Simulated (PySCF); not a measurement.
C4H5FSi, SMILES C(=C/C#C)/[SiH2]F.

The structure is a stationary point at ωB97X-D3(BJ)/def2-SVP. The structure was generated by enumeration; whether it is a known compound was not checked. One conformer was computed; it need not be the lowest.

Vertical ionisation energy (IE) and electron affinity (EA) in eV. Rows of orbital energies are one-electron estimates. Where ΔSCF, EOM or ADC give a negative EA the extra electron is unbound and the value depends on the basis.

```csv
level,IE,EA
"−ε(HOMO), −ε(LUMO), B3LYP/def2-TZVP (PySCF)",7.32,1.82
"−ε(HOMO), −ε(LUMO), PBE/def2-TZVP (PySCF)",…,…
```

Task: What belongs in the gaps? (The exact figures need the calculation; the answer reports its results.)

Result: 
- −ε(HOMO), −ε(LUMO), PBE/def2-TZVP (PySCF), IE: 6.50
- −ε(HOMO), −ε(LUMO), PBE/def2-TZVP (PySCF), EA: 2.54
